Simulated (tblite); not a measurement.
C6H5O3 (doublet state).
Bonds: C1–O2, O2–C3, C3–C4 (double), C4–C5, C5–C6 (double), C6–O7, O7–C8, C8–O9 (double), C3–C8. Hydrogens: H10, H11, H12 on C1; H13 on C5; H14 on C6.

Computed geometry: GFN2-xTB, gas phase. This method treats the open shell by occupation alone, without spin polarisation.

What internal coordinates does the optimisation give?

```csv
bond,length (Å),order
C1–O2,1.414,single
O2–C3,1.346,single
C3=C4,1.342,double
C4–C5,1.394,single
C5=C6,1.354,double
C6–O7,1.340,single
O7–C8,1.354,single
C8=O9,1.209,double
C3–C8,1.489,single
"C1–H10, C1–H11, C1–H12",1.091,single
C5–H13,1.076,single
C6–H14,1.079,single
```

Bonds in one row agree within 0.01 Å and their mean is given. Orders are formal, as drawn. A selection of angles:
```csv
angle,degrees
O2–C1–H10,104.5
O2–C1–H11,111.8
H10–C1–H11,109.7
C1–O2–C3,122.1
O2–C3–C4,121.1
O2–C3–C8,122.7
C4–C3–C8,116.3
C3–C4–C5,125.5
C4–C5–C6,116.0
C4–C5–H13,122.1
C6–C5–H13,121.8
C5–C6–O7,122.0
C5–C6–H14,125.6
O7–C6–H14,112.4
C6–O7–C8,124.2
O7–C8–O9,118.9
C3–C8–O7,116.0
C3–C8–O9,125.0
```

Dihedral angles: C1–O2–C3–C4 180° (antiperiplanar); O2–C3–C4–C5 180° (antiperiplanar); C3–C4–C5–C6 0° (synperiplanar); C4–C5–C6–O7 0° (synperiplanar); C5–C6–O7–C8 0° (synperiplanar); C6–O7–C8–O9 180° (antiperiplanar); O2–C3–C8–O7 180° (antiperiplanar).

The 9 heavy atoms lie in one plane (0.001 Å rms). C8 (carbon bonded to C and 2 O) is planar (angles 125.0°, 118.9° and 116.0°, sum 360.0°, 0.00 Å off the plane of its three neighbours). The C–C distances run from 1.342 Å (C3=C4, drawn double) to 1.489 Å (C3–C8, drawn single), a spread of 0.147 Å. C3 (carbon bonded to 2 C and O) is planar (angles 122.7°, 121.1° and 116.3°, sum 360.0°, 0.00 Å off the plane of its three neighbours). The 5 C–O bonds span 1.209 Å (C8=O9, drawn double) to 1.414 Å (C1–O2, drawn single), a spread of 0.205 Å. Of the pairs four or more bonds apart, C1···O9 is among the closest relative to their van der Waals radii: 2.71 Å, 84 % of the sum of Bondi's values. C5 (carbon bonded to 2 C and H) is planar (angles 122.1°, 121.8° and 116.0°, sum 360.0°, 0.00 Å off the plane of its three neighbours).

Point group: Cs (every atom within 0.08 Å of its image). Its GFN2-xTB frequencies are all real (lowest 29 cm⁻¹). 2 starts were optimised and ended at 0.00 and 0.04 kcal/mol (GFN2-xTB); the lowest of these is shown.

One conformer stands for the species.
